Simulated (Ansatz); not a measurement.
Cost and result for the atomization energy of C2H8AlBS (13 atoms, 13 bonds).

```json
{"atom": "B1", "x (Å)": "1.153", "y (Å)": "-0.933", "z (Å)": "-0.313"}
{"atom": "C2", "x (Å)": "-0.187", "y (Å)": "-0.316", "z (Å)": "-0.289"}
{"atom": "C3", "x (Å)": "-0.856", "y (Å)": "0.482", "z (Å)": "-1.377"}
{"atom": "Al4", "x (Å)": "0.416", "y (Å)": "0.838", "z (Å)": "1.352"}
{"atom": "S5", "x (Å)": "-1.387", "y (Å)": "-0.706", "z (Å)": "1.037"}
{"atom": "H6", "x (Å)": "1.896", "y (Å)": "-0.638", "z (Å)": "-1.207"}
{"atom": "H7", "x (Å)": "1.517", "y (Å)": "-1.665", "z (Å)": "0.565"}
{"atom": "H8", "x (Å)": "-0.095", "y (Å)": "0.841", "z (Å)": "-2.072"}
{"atom": "H9", "x (Å)": "-1.558", "y (Å)": "-0.146", "z (Å)": "-1.935"}
{"atom": "H10", "x (Å)": "-1.411", "y (Å)": "1.350", "z (Å)": "-1.006"}
{"atom": "H11", "x (Å)": "1.363", "y (Å)": "0.328", "z (Å)": "2.505"}
{"atom": "H12", "x (Å)": "-0.123", "y (Å)": "2.312", "z (Å)": "1.163"}
{"atom": "H13", "x (Å)": "-0.728", "y (Å)": "-1.748", "z (Å)": "1.576"}
```

Charge 0, multiplicity 1. The bonds changed during the relaxation, so this is another structure than the one it started from. The geometry is a stationary point of PBE0-D4/def2-TZVP. It is one conformer, not always the lowest. Program: Ansatz. All runs use 4 threads of an Arm Neoverse V1 on a shared host. Times are those of one run each, without the atoms' runs, and a repeat can differ threefold. Electronic energies, without spin–orbit coupling; frozen cores. CCSD(T)/CBS adds CCSD(T) − MP2 in def2-TZVPP to the MP2 limit, and its time is that of the two runs behind it. T1 = 0.012.

CCSD(T)/CBS is a level of theory with its own doubt, some kJ/mol a heavy atom from the limit and from the frozen cores, so smaller differences don't rank the functionals.

```json
{"level": "LDA (SPW92)/def2-TZVPP", "functions": "289", "wall time": "1.9 s"}
{"level": "revPBE-D4/def2-TZVPP", "functions": "289", "wall time": "2.9 s"}
{"level": "BLYP-D4/def2-TZVPP", "functions": "289", "wall time": "3.1 s"}
{"level": "PBE0-D4/def2-TZVPP", "functions": "289", "wall time": "4.4 s"}
{"level": "BHLYP-D4/def2-TZVPP", "functions": "289", "wall time": "4.7 s"}
{"level": "CCSD(T)/def2-SVP", "functions": "118", "wall time": "6.5 s"}
{"level": "PBE-QIDH/def2-TZVPP", "functions": "289", "wall time": "8 s"}
{"level": "B2PLYP/def2-TZVPP", "functions": "289", "wall time": "8.5 s"}
{"level": "ωB97X-V/def2-TZVPP", "functions": "289", "wall time": "11 s"}
{"level": "ωB97M-V/def2-TZVPP (with forces)", "functions": "289", "wall time": "16 s"}
{"level": "MP2/def2-QZVPP", "functions": "551", "wall time": "35 s"}
{"level": "CCSD(T)/def2-TZVPP", "functions": "289", "wall time": "3.5 min"}
{"level": "CCSD(T)/CBS(def2)", "functions": "–", "wall time": "4.1 min"}
```

**Question.** What atomization energy does each give, and how far from CCSD(T)/CBS? (An estimate is asked.)

**Answer.** Ansatz gave: 
```
                           level  atomization (kcal/mol)  difference from CCSD(T)/CBS  per bond
          LDA (SPW92)/def2-TZVPP                  1202.6                        142.6      11.0
            revPBE-D4/def2-TZVPP                  1056.4                         -3.6      -0.3
              BLYP-D4/def2-TZVPP                  1053.6                         -6.4      -0.5
              PBE0-D4/def2-TZVPP                  1066.4                          6.4       0.5
             BHLYP-D4/def2-TZVPP                  1040.1                        -19.9      -1.5
                CCSD(T)/def2-SVP                  1010.1                        -49.9      -3.8
             PBE-QIDH/def2-TZVPP                  1059.2                         -0.8      -0.1
               B2PLYP/def2-TZVPP                  1047.6                        -12.4      -0.9
              ωB97X-V/def2-TZVPP                  1065.1                          5.1       0.4
ωB97M-V/def2-TZVPP (with forces)                  1067.4                          7.4       0.6
                  MP2/def2-QZVPP                  1060.5                          0.5       0.0
              CCSD(T)/def2-TZVPP                  1035.5                        -24.5      -1.9
               CCSD(T)/CBS(def2)                  1060.0                          0.0       0.0
```

At CCSD(T), def2-SVP lies −49.8 kcal/mol from the extrapolated value and def2-TZVPP −24.4 kcal/mol: correlation converges slowly with the basis, and small sets miss more of it in the bonded molecule than in its fragments. From BLYP to BHLYP (50 % exact exchange), in def2-TZVPP and without D4, the atomization energy moves by −6.5 kcal/mol: exact exchange takes away binding that semilocal exchange gives to molecules. Leaving LDA and LC-ωPBE aside and taking each functional with its dispersion term where it has one, the values, not all of them listed here, spread over 36.9 kcal/mol, from BHLYP-D4 to PBE-D4. LDA lies +133.4 kcal/mol from PBE without D4, its usual overbinding.
